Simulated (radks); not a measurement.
Results of a calculation; reference values are marked as such.
Initial-state core-level shifts of the terbium ion Tb+ when its valence configuration changes from [Xe] 4f9 6s1. Level of theory: scalar-relativistic Kohn-Sham, BLYP, spin-unpolarised, spherical densities, finite nucleus; Fermi nuclear charge, rms radius 5.06 fm (a radial shooting solver on a logarithmic mesh with Libxc functionals). Shifts are changes of the shell-averaged eigenvalues in eV (positive: less bound); the change of the density at the nucleus, which sets a Mossbauer isomer shift, is in e/bohr^3, on a base of 7.206e+05.

[
 {"valence": "4f7 6s1 6p2", "3p": "-24.570", "4d": "-22.633", "5s": "-15.046", "5p": "-13.089", "density at nucleus": "+91.32"},
 {"valence": "4f8 6s1 6p1", "3p": "-11.270", "4d": "-10.550", "5s": "-7.325", "5p": "-6.416", "density at nucleus": "+40.49"},
 {"valence": "4f9.5 6s0.5", "3p": "+3.874", "4d": "+3.679", "5s": "+2.573", "5p": "+2.225", "density at nucleus": "-29.37"},
 {"valence": "4f8 6s2", "3p": "-9.986", "4d": "-9.259", "5s": "-6.042", "5p": "-5.164", "density at nucleus": "+79.14"},
 {"valence": "4f10", "3p": "+6.643", "4d": "+6.349", "5s": "+4.515", "5p": "+3.916", "density at nucleus": "-52.20"},
 {"valence": "4f9 6p1", "3p": "-1.277", "4d": "-1.294", "5s": "-1.331", "5p": "-1.306", "density at nucleus": "-33.81"},
 {"valence": "4f7.5 6s1 6p1.5", "3p": "-17.703", "4d": "-16.438", "5s": "-11.157", "5p": "-9.735", "density at nucleus": "+64.81"},
 {"valence": "4f8.5 6s0.5 6p1", "3p": "-5.970", "4d": "-5.676", "5s": "-4.231", "5p": "-3.786", "density at nucleus": "+0.18"},
 {"valence": "4f9 5d1", "3p": "+1.501", "4d": "+1.554", "5s": "+1.681", "5p": "+1.590", "density at nucleus": "-34.98"}
]
